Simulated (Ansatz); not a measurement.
TaAl, multiplicity 5 (lowest of 2S+1 = 1, 3, 5, 7 at CCSD(T)/def2-TZVPP on PBE0 minima; our sources give no spin for the ground state, which may be another), most abundant isotopes (180.9480 and 26.9815 u). Constants from fifth-degree fits in 1/R to seven points on the lowest solution found; no spin–orbit coupling, no relativity up to Kr; ω_e x_e and α_e move by some per cent with the fit.

Correlated levels freeze the inner cores; with def2 sets outer-core shells near the valence are correlated too.

Codes used: Ansatz (a program for electronic structure) with Gaussian orbitals. Each number belongs to the level named beside it. In def2 rows elements past Kr take small-core potentials, without spin–orbit coupling.

| level | r_e (Å) | ω_e (cm⁻¹) | ω_e x_e (cm⁻¹) | α_e (cm⁻¹) |
|---|---|---|---|---|
| PBE/def2-TZVPP | 2.6610 | 270.8 | 0.970 | 0.000489 |
| CCSD(T)/def2-TZVPP | 2.6324 | 286.0 | 0.783 | 0.000427 |

**Question.** Derive the rotational constants, the centrifugal constant, the fundamental, the zero-point energy and the force constant.

**Answer.** 
μ = 23.48034 u.
- PBE/def2-TZVPP: B_e = 16.8576/(μ r_e²) = 0.10139 cm⁻¹; B₀ = B_e − α_e/2 = 0.10115 cm⁻¹; D = 4B_e³/ω_e² = 5.69e-08 cm⁻¹; fundamental ω_e − 2ω_e x_e = 269 cm⁻¹; zero-point energy ω_e/2 − ω_e x_e/4 = 135 cm⁻¹; k = μ(2πcω_e)² = 101 N/m
- CCSD(T)/def2-TZVPP: B_e = 16.8576/(μ r_e²) = 0.10361 cm⁻¹; B₀ = B_e − α_e/2 = 0.10339 cm⁻¹; D = 4B_e³/ω_e² = 5.44e-08 cm⁻¹; fundamental ω_e − 2ω_e x_e = 284 cm⁻¹; zero-point energy ω_e/2 − ω_e x_e/4 = 143 cm⁻¹; k = μ(2πcω_e)² = 113 N/m

Doubts at one or more of the structures used: a spin-contaminated determinant (CCSD(T)/def2-TZVPP); T1 above 0.05 (CCSD(T)/def2-TZVPP).
